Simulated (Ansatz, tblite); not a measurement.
Cost and result up the ladder for the cluster Si3O4⁻ (7 atoms). Total charge -1; doublet. Geometry: r2SCAN-D4/def2-SVPD.

```xyz
7

Si    0.2318   -2.0863    0.4204
Si    0.7908    0.0324    1.3316
Si   -0.6780    0.3706   -1.1471
O    -0.5766   -1.2435   -0.9534
O     0.0842    1.0759    0.1263
O     1.5083    0.7277    2.5297
O    -1.3605    1.1231   -2.3075
```

Ansatz on 4 threads of Arm Neoverse V2 on a shared host; xTB runs through tblite on one thread. Times are rough, summed over both states, and most runs start from the orbitals of an earlier one. No level here is sound enough to serve as a yardstick. The other state is a singlet.

The xTB rows come from tblite. Correlated methods freeze 19 core orbitals. The rows differ in basis, and correlated rows in double-zeta sets carry the largest basis error. The structure comes from a short search, and lower isomers may exist.

Run but left out: HF/def2-SVPD (neutral singlet: restricted singlet, unstable towards broken spin symmetry); PBE-QIDH/def2-TZVPD (neutral singlet: restricted singlet, unstable in another Hartree–Fock run and untested here).

Correlated methods converge slowly with the basis, most of all in double-zeta sets.

Raw xTB energies of ions are shifted by several eV, and xTB has no spin-polarisation term.

```csv
level,functions,wall time,vertical IE (eV),remarks
GFN1-xTB,43,0.011 s,5.71,–
GFN2-xTB,43,0.012 s,5.67,–
PBE-D4/def2-TZVPD,289,10 s,3.14,restricted SCF unstable in HF (singlet)
PBE0-D4/def2-TZVPD,289,19 s,3.31,restricted SCF unstable in HF (singlet)
CCSD(T)/def2-SVPD,164,2.9 min,2.98,"large T1 (0.026) (singlet), restricted SCF unstable (singlet)"
```
